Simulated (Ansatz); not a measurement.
Sn10H15⁺, a cluster with a defect cut from the lattice of tin (one cap removed) was relaxed with PBE-D4 (def2-SVP) in Ansatz in these states: charge +1 singlet, charge +2 doublet, neutral doublet. The geometries follow in no particular order.

In the def2 sets Sn takes a core potential; there is no spin–orbit coupling.

A:

```xyz
25

Sn    1.582    3.263    1.021
Sn    2.592   -1.701    1.247
Sn   -2.200    0.230    2.498
Sn   -2.412    1.760   -1.455
Sn   -1.454   -2.890   -0.995
Sn    2.054   -0.093   -2.612
Sn    0.603    0.318    1.801
Sn    0.419    1.711   -1.125
Sn    1.352   -2.458   -1.192
Sn   -2.972   -0.665   -0.083
H     3.292    3.425    1.056
H     0.607    4.489    1.727
H     4.086   -0.853    1.089
H     2.491   -2.662    2.676
H    -2.636    1.847    2.913
H    -2.155   -0.843    3.850
H    -3.033    3.157   -0.658
H    -2.629    1.761   -3.163
H    -1.707   -4.191    0.109
H    -2.003   -3.239   -2.591
H     3.704    0.366   -2.407
H     1.466    0.070   -4.223
H     1.429    1.968    2.456
H     2.206   -3.811   -1.856
H    -4.679   -0.956   -0.085
```

B:

```tsv
atom	x (Å)	y (Å)	z (Å)
Sn1	-0.2134	-3.3471	-0.0801
Sn2	-2.2452	0.0701	2.2086
Sn3	2.3528	-0.2125	2.0876
Sn4	2.2154	-0.2968	-2.5026
Sn5	0.1929	3.1367	-0.2270
Sn6	-2.3666	-0.0065	-2.3780
Sn7	-0.0440	-1.6867	2.2064
Sn8	-0.1816	-1.8147	-2.4680
Sn9	-2.2111	1.6747	-0.1057
Sn10	2.3975	1.3840	-0.2320
H11	-1.6712	-4.2943	-0.0020
H12	1.1109	-4.4760	-0.0803
H13	-3.7226	-0.8423	2.2657
H14	-2.2055	1.0720	3.6275
H15	3.7106	-1.2962	2.0824
H16	2.5013	0.7899	3.4990
H17	3.5916	-1.3608	-2.5513
H18	2.2861	0.6699	-3.9479
H19	0.2985	4.2209	1.1265
H20	0.2144	4.1091	-1.6666
H21	-3.8661	-0.8889	-2.3478
H22	-2.3933	0.9659	-3.8209
H23	-0.0652	-2.6553	3.6612
H24	-3.5669	2.7775	-0.0747
H25	3.8807	2.3075	-0.2800
```

C:

```xyz
25

Sn   -1.396    3.012    0.793
Sn   -0.569    0.672   -3.078
Sn    2.873    1.424    0.062
Sn    0.356   -0.621    3.339
Sn    1.163   -2.930   -0.556
Sn   -3.114   -1.390    0.156
Sn    0.567    2.442   -1.201
Sn   -1.781    0.429    1.839
Sn   -1.089   -1.794   -1.815
Sn    2.250   -1.056    1.247
H    -2.888    3.584    0.138
H    -0.826    4.052    2.048
H    -2.022    1.336   -3.736
H     0.591    0.398   -4.330
H     3.464    2.535    1.245
H     4.064    1.144   -1.159
H     0.867    0.555    4.496
H    -0.157   -2.076    4.114
H     2.346   -3.252   -1.774
H     0.731   -4.385    0.269
H    -4.539   -0.641   -0.469
H    -3.498   -2.815    1.051
H     0.853    4.010   -1.893
H    -1.852   -2.919   -2.899
H     3.605   -1.713    2.115
```

Question: Judge from the bond lengths which geometry belongs to which state (an estimate).

Answer: A is the charge +2 doublet (Sn1–Sn7 3.200 Å, Sn7–H23 1.957 Å, Sn1–Sn8 2.893 Å); B is the neutral doublet (Sn1–Sn7 2.831 Å, Sn7–H23 1.748 Å, Sn1–Sn8 2.837 Å); C is the charge +1 singlet (Sn1–Sn7 2.856 Å, Sn7–H23 1.738 Å, Sn1–Sn8 2.814 Å).
